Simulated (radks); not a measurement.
Values are calculated unless marked as measured or tabulated.
Kr5+, 31 electrons, occupied as [Ar] 3d10 4s2 4p0.5 4d0.5 (fractional occupations, a model configuration). Code: a radial shooting solver on a logarithmic mesh with Libxc functionals. Model: scalar-relativistic Kohn-Sham, r2SCAN, spin-unpolarised, spherical densities, finite nucleus; meta-GGA in the generalised Kohn-Sham scheme; Fermi nuclear charge, rms radius 4.1884 fm.

X-ray form factor f0, the Fourier transform of the density (f0(0) = 31):

| sin(theta)/lambda (1/angstrom) | f0 (electrons) |
|---|---|
| 0.05 | 30.737 |
| 0.1 | 29.989 |
| 0.15 | 28.867 |
| 0.2 | 27.509 |
| 0.25 | 26.036 |
| 0.3 | 24.538 |
| 0.4 | 21.651 |
| 0.5 | 19.003 |
| 0.6 | 16.604 |
| 0.8 | 12.592 |
| 1 | 9.730 |
| 1.25 | 7.566 |
| 1.5 | 6.383 |
| 2 | 5.057 |
